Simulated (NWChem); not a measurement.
Species: CdS; SMILES [S]=[Cd]

Results from NWChem. Geometry: optimised at PBE-D3(BJ)/def2-SVP. def2 effective core potentials on Cd; no spin-orbit coupling.

Predict the results for B97-2/def2-SVP. Quantities: highest occupied level (eV); orbital gap (eV); dipole (D).


| Quantity | Result |
|---|---|
| highest occupied level (eV) | -5.89 |
| orbital gap (eV) | 1.83 |
| dipole (D) | 5.61 |
